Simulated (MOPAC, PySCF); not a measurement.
C3H7N, SMILES `C/C=C\N`, neutral singlet in the gas phase. 

Cartesian coordinates (Å):
```xyz
11

C      1.2239    -0.3478     0.6519
C      0.5196     0.7396    -0.0997
C     -0.7473     0.6506    -0.5229
N     -1.6087    -0.4116    -0.2757
H      1.0364    -1.3370     0.2147
H      0.9105    -0.4013     1.7026
H      2.3047    -0.1982     0.6462
H      1.0494     1.6646    -0.2915
H     -1.2087     1.4773    -1.0538
H     -1.1617    -1.2729     0.0040
H     -2.3180    -0.5633    -0.9759
```
Charge 0, multiplicity 1.

All levels are single points at this geometry (r2SCAN-D4/def2-TZVP); Pople sets use spherical d functions. Orbital energies aren't observables, and empty levels follow the basis.

r2SCAN-D4/def2-TZVP in PySCF gives gap (eV) = 5.25.

### Question
Estimate the gap (eV) from each of these levels: B3LYP/6-311+G** in PySCF; B3LYP/6-31G* in PySCF; BP86/6-31G* in PySCF; PBE/6-31G* in PySCF; SVWN5/6-31G* in PySCF; HF/3-21G in PySCF; HF/6-31G* in PySCF; HF/STO-3G in PySCF; AM1 in MOPAC; PM3 in MOPAC; PM6 in MOPAC; PM7 in MOPAC.

### Answer

```json
[
 {"level": "B3LYP/6-311+G** in PySCF", "gap (eV)": "5.49"},
 {"level": "B3LYP/6-31G* in PySCF", "gap (eV)": "6.68"},
 {"level": "BP86/6-31G* in PySCF", "gap (eV)": "4.94"},
 {"level": "PBE/6-31G* in PySCF", "gap (eV)": "4.94"},
 {"level": "SVWN5/6-31G* in PySCF", "gap (eV)": "4.89"},
 {"level": "HF/3-21G in PySCF", "gap (eV)": "13.83"},
 {"level": "HF/6-31G* in PySCF", "gap (eV)": "13.81"},
 {"level": "HF/STO-3G in PySCF", "gap (eV)": "15.67"},
 {"level": "AM1 in MOPAC", "gap (eV)": "10.10"},
 {"level": "PM3 in MOPAC", "gap (eV)": "9.69"},
 {"level": "PM6 in MOPAC", "gap (eV)": "9.87"},
 {"level": "PM7 in MOPAC", "gap (eV)": "9.86"}
]
```
